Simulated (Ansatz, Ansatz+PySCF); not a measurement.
```xyz
2

H     0.0000    0.0000   -1.1167
Cl    0.0000    0.0000    0.0657
```

Basis set: def2-SVP (spherical functions). Correlated methods keep 5 orbitals frozen. Charge 0, multiplicity 1.

Computed with Ansatz (development build ahead of 0.2.0); each method stands on the lowest determinant of its kind that the runs found. Restricted open shells among the atoms or ions are ROHF, correlated in semicanonical orbitals with singles.

The atomization energy at this shape (free ground-state atoms in the same class of orbitals less the molecule, no zero-point energy) of singlet HCl:

```json
{"method": "RHF-CCSD(T)", "atomization energy": "4.07 eV"}
{"method": "RHF-MP2", "atomization energy": "4.04 eV"}
{"method": "UHF", "atomization energy": "3.09 eV"}
```

(1) What does RHF give?

## Answers

(1) 3.19 eV. Caution: the shape is not the minimum.
